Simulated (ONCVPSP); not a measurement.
**An all-electron radial function and its pseudo partner (lead (Pb))**

Columns: radius, all-electron u(r) and pseudo u(r) of the 5d shell (level -37.85 eV) of lead in the configuration [Kr] 4d10 4f14 5s2 5p6 5d10 6s2; PBE, scalar-relativistic, ONCV scheme, ONCVPSP 4.0.1.

| r (bohr) | all-electron | pseudo |
| --- | --- | --- |
| 0.078 | 0.3053 | 0.0018 |
| 0.155 | 0.1621 | 0.0139 |
| 0.232 | -0.2706 | 0.0443 |
| 0.310 | -0.4896 | 0.0987 |
| 0.388 | -0.4298 | 0.1778 |
| 0.465 | -0.2076 | 0.2783 |
| 0.542 | 0.0707 | 0.3964 |
| 0.620 | 0.3426 | 0.5267 |
| 0.698 | 0.5716 | 0.6583 |
| 0.775 | 0.7448 | 0.7787 |
| 0.852 | 0.8663 | 0.8786 |
| 0.930 | 0.9427 | 0.9503 |
| 1.008 | 0.9806 | 0.9882 |
| 1.085 | 0.9887 | 0.9948 |
| 1.162 | 0.9749 | 0.9778 |
| 1.240 | 0.9452 | 0.9455 |
| 1.318 | 0.9046 | 0.9045 |
| 1.395 | 0.8577 | 0.8576 |
| 1.472 | 0.8069 | 0.8068 |
| 1.550 | 0.7537 | 0.7536 |
| 1.628 | 0.7004 | 0.7003 |
| 1.705 | 0.6487 | 0.6486 |
| 1.782 | 0.5987 | 0.5986 |
| 1.860 | 0.5502 | 0.5501 |
| 1.938 | 0.5044 | 0.5043 |
| 2.015 | 0.4619 | 0.4618 |

Q: How many radial nodes do the two functions have?

A: The all-electron 5d function has n − l − 1 = 2; the pseudo-wave has 0, since the states of the same l below it are removed with the core.

Q: At about which radius was the pseudo-wave matched?

A: 1.30 bohr, where the columns begin to agree (steps of 0.08 bohr).

Q: Where does each function peak?

A: Outermost all-electron maximum near 1.08 bohr, pseudo maximum near 1.08 bohr (to the table’s step).

Q: Is the pseudo-wave norm-conserving?

A: Yes: the ONCV scheme keeps the norm inside the radius equal to the all-electron one, which fixes the energy derivative of the logarithmic derivative at the level.
